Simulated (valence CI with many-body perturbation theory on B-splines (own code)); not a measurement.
## Missing levels of Pm48+

Method: valence CI with perturbative core correlation (CI+MBPT): three valence electrons over a frozen Dirac-Fock core [Ne], a basis of 11 s, 11 p, 9 d, 7 f, 5 g, 2 h, 1 i functions for each j, with the one-electron correlation potential Σ1 (screened to all orders), the two-electron term Σ2, the three-electron term Σ3, Breit, model QED; selected single and double excitations, second order for the rest (own B-spline code, finite nucleus).

The last digits are not significant, and no measured levels were compared; by estimate large intervals hold to a few tenths of a per cent, small ones and those within an open d or f shell to about a per cent.

| Level | E (eV) |
| --- | --- |
| (3s^2 3p1/2) J=1/2 | 0.00 |
| (3s 3p1/2^2) J=1/2 | 122.99 |
| (3s^2 3p3/2) J=3/2 | 146.06 |
| (3s 3p1/2 3p3/2) J=3/2 [a] | 247.04 |
| (3s 3p1/2 3p3/2) J=5/2 | 260.61 |
| (3s 3p1/2 3p3/2) J=3/2 [b] | 278.27 |
| (3s 3p1/2 3p3/2) J=1/2 | 286.48 |
| (3s^2 3d3/2) J=3/2 | 327.86 |
| (3s^2 3d5/2) J=5/2 | 353.28 |
| (3p1/2^2 3p3/2) J=3/2 | 401.45 |
| (3s 3p3/2^2) J=5/2 | 406.17 |
| (3s 3p1/2 3d3/2) J=3/2 [a] | ? |
| (3s 3p1/2 3d3/2) J=5/2 | 425.26 |
| (3s 3p3/2^2) J=1/2 | ? |
| (3s 3p3/2^2) J=3/2 | ? |
| (3s 3p1/2 3d3/2) J=1/2 | ? |
| (3s 3p1/2 3d3/2) J=3/2 [b] | ? |
| (3s 3p1/2 3d5/2) J=5/2 [a] | 459.48 |
| (3s 3p1/2 3d5/2) J=7/2 | ? |
| (3s 3p1/2 3d5/2) J=5/2 [b] | 477.20 |

Levels are named by their leading jj configuration (3d3/2^4 stands for four electrons in 3d with j = 3/2), which in mixed levels can hold well under half, so a name can repeat and another be missing. Letters in brackets count levels of one name in rising energy.

Problem. The levels stand in rising order. What does the calculation give for the missing energies?

Solution. (3s 3p1/2 3d3/2) J=3/2 [a] 415.38; (3s 3p3/2^2) J=1/2 433.01; (3s 3p3/2^2) J=3/2 438.42; (3s 3p1/2 3d3/2) J=1/2 445.61; (3s 3p1/2 3d3/2) J=3/2 [b] 448.36; (3s 3p1/2 3d5/2) J=7/2 468.42.
